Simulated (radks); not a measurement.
The numbers below are computed, except where a source is named.
Q: Radial electron density D(r) = 4 pi r^2 rho(r) of an atom or ion with 27 electrons. Code: a radial shooting solver on a logarithmic mesh with Libxc functionals. Model: scalar-relativistic Kohn-Sham, r2SCAN, spin-unpolarised, spherical densities, finite nucleus; meta-GGA in the generalised Kohn-Sham scheme; Fermi nuclear charge, rms radius of each element as measured or else 0.836 A^(1/3) + 0.57 fm.

```
   r/bohr * D(r) (the largest magnitude, 40, reaches the edge; | marks zero)
 0.001987 |*
 0.002608 | *
 0.003424 |  *
 0.004494 |    *
 0.005899 |       *
 0.007743 |           *
  0.01016 |                 *
  0.01334 |                        *
  0.01765 |                                 *
  0.02317 |                                         *
  0.03041 |                                              *
  0.03991 |                                               *
  0.05239 |                                           *
  0.06877 |                                      *
  0.09026 |                                       *
   0.1185 |                                              *
   0.1555 |                                                      *
   0.2041 |                                                  *
   0.2679 |                                  *
   0.3517 |                        *
   0.4616 |                          *
   0.6059 |                              *
   0.7953 |                        *
    1.044 |             *
    1.381 |     *
    1.813 | *
     2.38 *
    3.124 *
      4.1 *
    5.382 *
```

What is the nuclear charge?

A: Z = 29. The innermost maximum, from 1s, lies near gamma/Z bohr with gamma = sqrt(1 - (Z/c)^2) = 0.977, here 0.0337 bohr (found: 0.0363), and its height grows with Z. The density is that of the copper ion Cu2+ in [Ar] 3d9; the configuration itself is not fixed sharply by these data, and Z only to about a unit. D(r) has 3 maxima, at r = 0.0363, 0.166, 0.601 bohr, and minima at 0.0782, 0.378 bohr, inside which lie 2.10, 10.86 electrons.
